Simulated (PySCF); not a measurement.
Job for PySCF: D3(BJ) and D4 dispersion corrections on ClCu (SMILES [Cl][Cu]).

```python
from pyscf import gto
from pyscf.dispersion import dftd3, dftd4

mol = gto.M(
    atom='''
    Cu   -0.00927157   -0.01864391   -1.04577241
    Cl    0.00927157    0.01864391    1.04577241
    ''',
    basis='def2-svp',
    charge=0, spin=0, verbose=0, max_memory=1800)
d3, d4 = {}, {}
for xc in ['hf', 'pbe', 'blyp', 'revpbe', 'tpss', 'r2scan', 'b3lyp', 'pbe0', 'bhlyp', 'camb3lyp', 'b2plyp']:
    d3[xc] = float(dftd3.DFTD3Dispersion(mol, xc=xc, version='d3bj', atm=False).get_dispersion()['energy'])
    print(f'D3(BJ) {xc:10s} {d3[xc]:14.8f} Eh')
for xc in ['hf', 'pbe', 'blyp', 'revpbe', 'tpss', 'r2scan', 'b3lyp', 'pbe0', 'bhlyp', 'camb3lyp', 'b2plyp']:
    d4[xc] = float(dftd4.DFTD4Dispersion(mol, xc={'camb3lyp': 'cam-b3lyp'}.get(xc, xc), atm=True).get_dispersion()['energy'])
    print(f'D4     {xc:10s} {d4[xc]:14.8f} Eh')
```

It printed:

```
D3(BJ) hf            -0.01147912 Eh
D3(BJ) pbe           -0.00100158 Eh
D3(BJ) blyp          -0.00250822 Eh
D3(BJ) revpbe        -0.00230642 Eh
D3(BJ) tpss          -0.00134042 Eh
D3(BJ) r2scan        -0.00024559 Eh
D3(BJ) b3lyp         -0.00213570 Eh
D3(BJ) pbe0          -0.00094342 Eh
D3(BJ) bhlyp         -0.00204863 Eh
D3(BJ) camb3lyp      -0.00100589 Eh
D3(BJ) b2plyp        -0.00117607 Eh
D4     hf            -0.00384801 Eh
D4     pbe           -0.00111432 Eh
D4     blyp          -0.00243578 Eh
D4     revpbe        -0.00273961 Eh
D4     tpss          -0.00148387 Eh
D4     r2scan        -0.00020651 Eh
D4     b3lyp         -0.00187627 Eh
D4     pbe0          -0.00092759 Eh
D4     bhlyp         -0.00179127 Eh
D4     camb3lyp      -0.00096798 Eh
D4     b2plyp        -0.00074582 Eh
```

The run finished.

Cost: roughly 0.03 core-seconds.
